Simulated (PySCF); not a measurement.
C8H13NSn.
Bonds: C1–Sn2, Sn2–C3, Sn2–C4, Sn2–C5, C5–C6 (aromatic), C6–C7 (aromatic), C7–N8 (aromatic), N8–C9 (aromatic), C9–C10 (aromatic), C5–C10 (aromatic). Hydrogens: H11, H12, H13 on C1; H14, H15, H16 on C3; H17, H18, H19 on C4; H20 on C6; H21 on C7; H22 on C9; H23 on C10.

Level of theory: PySCF 2.14.0, PBE0-D3(BJ)/def2-SVP geometry optimisation, gas phase, def2 core potentials past Kr.

Problem. What internal coordinates does the optimisation give?

Solution. 
```json
{"bond": "C1–Sn2, Sn2–C3, Sn2–C4", "length (Å)": "2.152"}
{"bond": "Sn2–C5", "length (Å)": "2.160"}
{"bond": "C5–C6, C5–C10", "length (Å)": "1.400"}
{"bond": "C6–C7, C9–C10", "length (Å)": "1.396"}
{"bond": "C7–N8, N8–C9", "length (Å)": "1.330"}
{"bond": "C1–H11 and 8 like bonds", "length (Å)": "1.099"}
{"bond": "C6–H20, C10–H23", "length (Å)": "1.094"}
{"bond": "C7–H21, C9–H22", "length (Å)": "1.097"}
```

Bonds in one row agree within 0.01 Å and their mean is given. A selection of angles:
```json
{"angle": "Sn2–C1–H11", "degrees": "110.3"}
{"angle": "H11–C1–H12", "degrees": "108.9"}
{"angle": "C1–Sn2–C3", "degrees": "110.3"}
{"angle": "C1–Sn2–C4", "degrees": "111.8"}
{"angle": "C1–Sn2–C5", "degrees": "108.0"}
{"angle": "Sn2–C3–H14", "degrees": "110.5"}
{"angle": "H17–C4–H18", "degrees": "108.4"}
{"angle": "Sn2–C5–C6", "degrees": "121.7"}
{"angle": "C6–C5–C10", "degrees": "116.6"}
{"angle": "C5–C6–C7", "degrees": "119.5"}
{"angle": "C5–C6–H20", "degrees": "121.3"}
{"angle": "C7–C6–H20", "degrees": "119.2"}
{"angle": "C6–C7–N8", "degrees": "123.6"}
{"angle": "C6–C7–H21", "degrees": "120.0"}
{"angle": "N8–C7–H21", "degrees": "116.4"}
{"angle": "C7–N8–C9", "degrees": "117.3"}
```

Dihedral angles: C1–Sn2–C5–C6 -136° (anticlinal). The mirror-image conformer, all signs reversed, is as good.

Sn2 (tin bonded to 4 C) is tetrahedral (angles from 107.6° to 111.8°). The 6-membered ring C5–C6–C7–N8–C9–C10 has internal angles of 116.6° to 123.6°; it is planar, 0.00 Å rms from its mean plane, widest ring torsion 0°.

Point group: C1 (no symmetry element, even within 0.4 Å). No frequency check.

On one thread, Arm Neoverse V1 (aarch64), shared host, this took 4.7 min and 1.1 GiB of memory at its peak. This is the geometry optimisation.
